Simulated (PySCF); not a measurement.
BrHSi, neutral, multiplicity 1. Atoms are numbered in the order given.

```xyz
3

Si     0.1085     1.5811     0.0000
H     -1.4042     1.7667     0.0000
Br    -0.0033    -0.6829     0.0000
```
Charge 0, spin multiplicity 1.

The structure is a stationary point at B3LYP-D3(BJ)/def2-TZVP.

Vertical ionisation energy (IE) and electron affinity (EA) in eV. Rows of orbital energies are one-electron estimates. Where ΔSCF, EOM or ADC give a negative EA the extra electron is unbound and the value depends on the basis.

```json
[
 {"level": "−ε(HOMO), −ε(LUMO), ωB97X/def2-TZVPD (PySCF)", "IE": "…", "EA": "…"},
 {"level": "−ε(HOMO), −ε(LUMO), M06-2X/def2-TZVPD (PySCF)", "IE": "8.04", "EA": "2.26"},
 {"level": "EOM-CCSD/aug-cc-pVDZ (PySCF)", "IE": "9.29", "EA": "1.06"},
 {"level": "ADC(2)/aug-cc-pVDZ (PySCF)", "IE": "9.02", "EA": "1.25"}
]
```

**Question.** What belongs in the gaps? (An estimate is asked for; the answer gives what the named calculation found.)

**Answer.** 
- −ε(HOMO), −ε(LUMO), ωB97X/def2-TZVPD (PySCF), IE: 9.27
- −ε(HOMO), −ε(LUMO), ωB97X/def2-TZVPD (PySCF), EA: 1.05

**Question.** Beyond the first one, list the lowest photoelectron lines from ADC(2)/aug-cc-pVDZ (PySCF) with their pole strengths (two spins summed). (Estimate from the structure and the level; the computed values follow.)

**Answer.** 10.84 eV (1.80), 10.93 eV (1.81), 12.42 eV (1.81), 16.78 eV (1.72).
